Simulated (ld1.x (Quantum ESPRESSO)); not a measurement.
silicon: excitation energies, all-electron against PAW

- Element: Si
- Generator: ld1.x (Quantum ESPRESSO) 7.5
- Type: PAW
- Functional: PBEsol
- Relativity: non-relativistic
- Frozen core: [Ne]
- Valence charge: 4
- Reference configuration: 3s2 3p2
- Partial waves: 3s (bound): rcut 1.55, rcutus 1.95 bohr; 3s channel at 1.05 Ry: rcut 1.55, rcutus 1.95 bohr; 3p (bound): rcut 1.35, rcutus 1.65 bohr; 3p channel at 0.05 Ry: rcut 1.35, rcutus 1.65 bohr; 3d channel at -0.15 Ry: rcut 1.25, rcutus 1.55 bohr; 3d channel at 0.85 Ry: rcut 1.25, rcutus 1.55 bohr
- Local potential: all-electron potential smoothed inside 1.25 bohr (lloc = -1)
- Core correction: a·sin(br)/r model core, default radius (core density twice the valence density)
- Augmentation charge: PSQ, inside the norm-conserving radii

Energies are relative to the spin-unpolarised reference configuration 3s2 3p2; without spin polarisation the order of configurations can differ from experiment. The frozen-core shift is the all-electron ΔE with the core orbitals held at their reference shape minus the fully relaxed ΔE.

| valence configuration | charge | ΔE all-electron (eV) | error AE − PS (meV) | frozen-core shift (meV) |
| --- | --- | --- | --- | --- |
| 3s2 3p1 | +1 | 7.724 | -0.8 | +0.9 |
| 3s2 3p0 | +2 | 23.699 | -9.5 | +11 |
| 3s1 3p0 | +3 | 57.528 | -60 | +65 |
| 3s2 3p2.3 | -0.3 | -0.926 | 0.0 | 0.0 |
| 3s1 3p3 | 0 | 6.738 | -0.8 | +0.9 |

Question: What are ΔE and the potential's error for 3s2 3p1.5?

Answer: ΔE = 2.914 eV all-electron; the error (AE − PS) is -0.1 meV.

Question: What are ΔE and the potential's error for 3s1 3p2?

Answer: ΔE = 15.070 eV all-electron; the error (AE − PS) is -3.2 meV.

Levels in the configuration 3s1 3p0:

| level | all-electron (eV) | pseudo (eV) |
| --- | --- | --- |
| 3s | -39.274 | -39.363 |
